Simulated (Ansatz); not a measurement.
The same path of AlH4NO2 + H2 (10 atoms, charge 0, multiplicity 1) was run twice with different band settings. Lost on the way: H5–H6. Made: Al1–H6, N2–H5.

All numbers below come from RKS r2SCANh/def2-SVP (Ansatz).

Relaxed end points:

```xyz
10
Properties=species:S:1:pos:R:3
Al -0.361 -0.299 -0.137
N -0.345 1.388 -0.670
O 0.438 -1.562 -0.949
O -1.361 -0.687 1.180
H 1.440 0.537 1.136
H 1.540 -0.160 1.426
H -0.913 2.110 -0.242
H 0.162 1.774 -1.455
H 0.926 -1.522 -1.770
H -1.526 -1.580 1.480
```

```xyz
10
Properties=species:S:1:pos:R:3
Al 0.221 -0.600 0.296
N 0.112 1.361 -0.163
O 0.494 -1.066 -1.353
O -1.397 -0.642 0.921
H 0.784 1.986 0.277
H 1.420 -0.815 1.334
H -0.831 1.659 0.089
H 0.218 1.420 -1.176
H 0.758 -1.939 -1.642
H -1.778 -1.366 1.416
```

Common settings: spring 5.0 eV/Å²; optimiser quadratic models (default); start path through a guess of the saddle point; force threshold 0.05 eV/Å; iteration limit 60; end points relaxed.

| run | movable images | climbing image |
| --- | --- | --- |
| 1 | 5 | yes |
| 2 | 6 | no |

Q: What does each run give, and how far can it be trusted?

A: Run 1: converged after 28 iterations, highest image 0.597 eV above the first end. A vibrational analysis at the climbing image gives one clearly imaginary mode, 1109i cm⁻¹: a first-order saddle point.
Run 2: converged after 24 iterations, highest image 0.560 eV above the first end. Beside the main top the profile has a ripple of under 15 meV (maxima at images 1, 4), which may be a very shallow well or noise. No image climbed, so the highest image needn't sit at the top of the path.
The orbitals stay closed-shell, which can raise the energy where a bond breaks towards radicals; this wasn't checked here.
